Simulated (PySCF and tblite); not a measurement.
2 regioisomers of C₇H₃NS₂:

| isomer | SMILES |
| --- | --- |
| A | [N:1]#[C:2][c:3]1[cH:4][s:5][c:6]2[s:7][cH:8][cH:9][c:10]12 |
| B | [N:1]#[C:2][c:3]1[cH:4][c:5]2[cH:6][cH:7][s:8][c:9]2[s:10]1 |

Computed spectrum of one of them (conformer average at 298.15 K; GFN2-xTB geometries, energies PBE0/def2-SVP (IEF-PCM, cyclohexane) (D3(BJ) added where defined), GIAO shieldings B97-2/pcSseg-1 (IEF-PCM, cyclohexane); references on GFN2-xTB geometries), in ppm: ¹H (against TMS): 8.03 (1H), 7.57 (1H), 7.48 (1H). ¹³C (against TMS): 154.0 (1C), 146.7 (1C), 137.1 (1C), 135.4 (1C), 123.0 (1C), 119.0 (1C), 117.8 (1C). Of the H, only those on carbon are given.

Which isomer is it?

B. Signals are matched in order of shift, without assignment. After a straight-line scaling (slope 0.85 to 1.15) of computed carbon shifts, the largest errors are A 9.9 ppm (at 117.8), B 3.4 ppm (at 117.8). Assigned: ¹H (against TMS): 8.03 (H4, 1H), 7.57 (H6, 1H), 7.48 (H7, 1H). ¹³C (against TMS): 154.0 (C9), 146.7 (C5), 137.1 (C7), 135.4 (C4), 123.0 (C6), 119.0 (C2), 117.8 (C3). For comparison, at another level (GFN2-xTB geometries, energies PBE0/def2-SVP (IEF-PCM, water) (D3(BJ) added where defined), GIAO shieldings KT2/pcSseg-1 (IEF-PCM, water)) the isomers give: A: ¹H (against TMS): 8.10 (H4, 1H), 7.69 (H9, 1H), 7.54 (H8, 1H). ¹³C (against TMS): 141.9 (C4), 141.9 (C10), 137.8 (C6), 130.2 (C8), 114.7 (C9), 114.2 (C2), 96.5 (C3). B: ¹H (against TMS): 8.12 (H4, 1H), 7.66 (H6, 1H), 7.57 (H7, 1H). ¹³C (against TMS): 144.4 (C9), 141.8 (C5), 131.0 (C7), 128.7 (C4), 116.8 (C6), 115.2 (C2), 108.3 (C3).

Shifts are unscaled: against experiment ¹³C can be off by 15 ppm or more and ¹H by 0.8 ppm.
